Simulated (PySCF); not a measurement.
PySCF input for H6NSi2, SMILES [N]([SiH3])[SiH3], multiplicity 2, SMD-PBE0/6-31G*. Geometry: B3LYP-D3(BJ)/def2-SVP. The isomer is the one that the SMILES or the coordinates give; other isomers of the formula were not compared.

```python
import numpy as np
from pyscf import gto, scf, dft
from pyscf.solvent import smd

mol = gto.M(
    atom='''
    Si    0.00261213    0.07871765    1.63531379
    N     0.01924217   -0.49835328   -0.00000000
    Si    0.00261213    0.07871764   -1.63531379
    H    -1.40344782   -0.10270976    2.11358427
    H     0.91157310   -0.76860285    2.46000935
    H     0.38795724    1.51350206    1.81611043
    H     0.38795725    1.51350206   -1.81611043
    H    -1.40344782   -0.10270976   -2.11358428
    H     0.91157311   -0.76860284   -2.46000935
    ''',
    basis='6-31G*',
    charge=0,
    spin=1,
    max_memory=1600,
    verbose=3,
)
mf = dft.UKS(mol, xc='pbe0').density_fit(auxbasis='def2-universal-jkfit')
mf.grids.level = 3
mf.conv_tol = 1e-9
mf.max_cycle = 100
mf.kernel()
fine, coarse = mf.grids, dft.Grids(mol).set(level=1).build(with_non0tab=True)
for _ in range(3):  # follow internal instabilities
    mf.grids = coarse
    mo, _, stable, _ = mf.stability(return_status=True, nroots=4)
    mf.grids = fine
    if stable:
        break
    mf.kernel(mf.make_rdm1(mo, mf.mo_occ))
res = {}
for name in ['water', 'acetonitrile', 'methanol']:
    s = mf.SMD()
    s.with_solvent.solvent, s.with_solvent.sasa_ng = name, 302
    s.kernel(mf.make_rdm1())
    res[name] = (s.e_tot, s.with_solvent.get_cds(), s.dip_moment(), s.mo_energy, s.converged)
    print(f'SMD {name}: dG(solv) = {(s.e_tot - mf.e_tot) * 627.509474:.3f} kcal/mol, of which CDS {res[name][1] * 627.509474:.3f}')
```

Output:

```

WARN: HOMO -0.278586265967758 >= LUMO -0.278586265967757

converged SCF energy = -636.935582184567  <S^2> = 0.75477497  2S+1 = 2.0047693
<class 'pyscf.df.df_jk.DFUKS'> wavefunction is stable in the internal stability analysis
converged SCF energy = -636.93248296561  <S^2> = 0.75479454  2S+1 = 2.0047888
Dipole moment(X, Y, Z, Debye): -0.00303,  0.93487,  0.00000
SMD water: dG(solv) = 1.945 kcal/mol, of which CDS 3.269
converged SCF energy = -636.936560491834  <S^2> = 0.75479415  2S+1 = 2.0047884
Dipole moment(X, Y, Z, Debye): -0.00262,  0.92714,  0.00000
SMD acetonitrile: dG(solv) = -0.614 kcal/mol, of which CDS 0.672
converged SCF energy = -636.93730598736  <S^2> = 0.75479408  2S+1 = 2.0047883
Dipole moment(X, Y, Z, Debye): -0.00255,  0.92584,  0.00000
SMD methanol: dG(solv) = -1.082 kcal/mol, of which CDS 0.198
```

Self-consistency was reached.

Cost: roughly 70 core-seconds.
